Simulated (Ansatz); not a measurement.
Harmonic frequencies (cm⁻¹) at PBE0-D4/def2-TZVP from Ansatz: 69, 91, 141, 170, 205, 311, 313, 346, 485, 559, 724, 753, 808, 866, 889, 977, 989, 1346, 1465, 1478, 1566, 2239, 3072, 3167, 3171, 3609, 3711.

Each molecule was computed in one conformer, which needn't be the lowest.

**Question.** Which molecule is it?
A. `C=C[NH][InH2]`
B. `NC(S)[SiH2]Cl`
C. `CS[SiH](N)Cl`
D. `C[CH](F)[AlH2]`

**Answer.** C.
